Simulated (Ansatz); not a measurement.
C6H7N, charge -1, doublet, at a GFN2-xTB geometry (a state made from the parent by changing its charge; the spin is typed, not shown lowest) (a gas-phase anion, which may not be bound at this level); CAM-B3LYP/cc-pVDZ in Ansatz (a first-principles code).

The Ansatz input:
Ansatz 0.2 input:
```yaml
crystal:
  periodic: [false, false, false]
  atoms:
    - {symbol: N, position_ang: [2.30611278, -0.37368377, 0.31850955]}
    - {symbol: C, position_ang: [0.90316781, -0.14061152, 0.11221571]}
    - {symbol: C, position_ang: [0.35524328, 1.05773136, 0.53014933]}
    - {symbol: C, position_ang: [-1.07583796, 1.26684553, 0.37770631]}
    - {symbol: C, position_ang: [-1.84035512, 0.27071353, -0.19415680]}
    - {symbol: C, position_ang: [-1.29183375, -0.92008430, -0.62417739]}
    - {symbol: C, position_ang: [0.13891277, -1.13258749, -0.47328697]}
    - {symbol: H, position_ang: [2.67176231, -0.99965113, -0.39248319]}
    - {symbol: H, position_ang: [2.82005029, 0.50174578, 0.29534185]}
    - {symbol: H, position_ang: [0.97376850, 1.83035100, 0.97826414]}
    - {symbol: H, position_ang: [-1.51633033, 2.20195286, 0.71122039]}
    - {symbol: H, position_ang: [-2.91550490, 0.43071945, -0.31162941]}
    - {symbol: H, position_ang: [-1.90147736, -1.69761168, -1.07526134]}
    - {symbol: H, position_ang: [0.58915985, -2.06376258, -0.80572037]}
basis:
  gaussian:
    orbitals: cc-pVDZ
hamiltonian:
  xc: cam_b3lyp
total_charge: -1
magnetization: {spin_polarized: true, initial_magnetization: 1}
```

What the program printed (banner, timings and long lists left out):

```
Functional definition: CAM-B3LYP
1230 factors; integrals over basis functions are off by at most 1.1e-3 eV
452 factors; integrals over basis functions are off by at most 7.6e-6 eV
mean field evaluation 1: about -7815.5762 eV, gradient 2.9e1 eV
mean field evaluation 2: about -7816.8432 eV, gradient 2.5e1 eV
mean field evaluation 4: about -7819.8866 eV, gradient 1.2e0 eV
mean field evaluation 8: about -7820.1777 eV, gradient 1.2e-1 eV
mean field evaluation 16: about -7820.1778 eV, gradient 1.1e-3 eV
mean field -7820.17783003 eV, -287.3862345467 hartree, gradient 5.7e-5 eV, S^2 0.767461; 1 other end points of the search recorded, 0 dependent functions left out
reference -7820.17796171 eV, -287.3862393859 hartree; 26, 25 occupied and 107, 108 virtual orbitals, 1230 factors
Total energy: -7820.17796171 eV, -287.3862393859 hartree
```
